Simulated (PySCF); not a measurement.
C7H7ClO.
Structure used (GFN2-xTB), in Å, numbered top down from 1:
```
atom  x, y, z in Å
C1     3.0494    0.7002   -0.1325
C2     1.9438    0.5091    0.2819
C3     0.6045    0.2514    0.7676
C4     0.1794   -1.2071    0.6227
O5    -0.2128   -1.5952   -0.6582
C6    -1.2307   -1.2537    0.2365
C7    -1.7603    0.1603    0.0918
C8    -0.4997    1.0327    0.0170
Cl9   -0.0394    1.3048   -1.6914
H10    4.0165    0.8791   -0.4964
H11    0.5562    0.5107    1.8336
H12    0.6662   -1.9575    1.2334
H13   -1.9014   -2.0505    0.5331
H14   -2.3506    0.4181    0.9734
H15   -2.3785    0.2809   -0.7966
H16   -0.6503    2.0258    0.4402
```

NICS is the negative of the GIAO shielding at a point without a nucleus: at the ring centre (0) and 1 Å above and below it (1); zz is the component along the ring normal. Level: GIAO PBE0/pcSseg-1 (PySCF, non-relativistic, gas phase) on the GFN2-xTB geometry, one conformer.

Ring bond lengths (Å), with Mayer bond orders in brackets: C3–C4 1.526 (0.97), C4–C6 1.463 (0.98), C6–C7 1.517 (1.00), C7–C8 1.535 (0.98), C8–C3 1.547 (0.94); C4–O5 1.395 (0.95), O5–C6 1.398 (0.93), C6–C4 1.463 (0.98).

Give the NICS values of each ring in ppm.

| ring | type | NICS(0) | NICS(1), two faces | NICS(1)zz, two faces | rms pucker (Å) | centre to ring atoms, mean (Å) |
| --- | --- | --- | --- | --- | --- | --- |
| C3–C4–C6–C7–C8 | 5-membered carbocycle; formal bonds all single | -8.2 | -3.6 / -6.4 | -5.3 / -0.2 | 0.12 | 1.28 |
| C4–O5–C6 | 3-membered ring with O; formal bonds all single | -47.6 | -6.4 / -7.9 | -24.1 / -27.4 | 0.00 | 0.82 |

What do they say, and how far can they be read as aromaticity?

- C3–C4–C6–C7–C8: mean NICS(1)zz -2.8 ppm, near zero. C3, C4, C6, C7, C8 have four or more neighbours, and the NICS criterion for π rings isn't applied. The two faces differ by 5.1 ppm, so no symmetry operation interchanges them.
- C4–O5–C6: mean NICS(1)zz -25.7 ppm, shielded. C4, C6 have four or more neighbours; no verdict on aromaticity is drawn. The two faces differ by 3.3 ppm, so no symmetry operation interchanges them. NICS(0) lies 40 ppm below the mean NICS(1).

What field does 14.1 T along the ring normal induce along that normal at the first NICS(1) probe listed for ring C3–C4–C6–C7–C8, 1 Å off the ring?

NICSzz × B0 = -5.3 ppm × 14.1 T = -75 μT, against the applied field.

List the ring angles and the Hirshfeld charges of the ring atoms.

- C3–C4–C6–C7–C8: C3 103.8° (-0.021 e), C4 108.9° (+0.023 e), C6 109.4° (+0.022 e), C7 104.3° (-0.079 e), C8 106.0° (+0.017 e); sum 532.4° against 540° for a flat convex ring.
- C4–O5–C6: C4 58.5° (+0.023 e), O5 63.2° (-0.147 e), C6 58.3° (+0.022 e); sum 180.0° against 180° for a flat convex ring.

The run took 30 s (grids of density and orbitals included) on one thread, Intel Xeon Gold 6455B (x86_64) (shared host), and the process peaked at 0.86 GiB of memory. This is the whole shielding run at PBE0/pcSseg-1, SCF included.
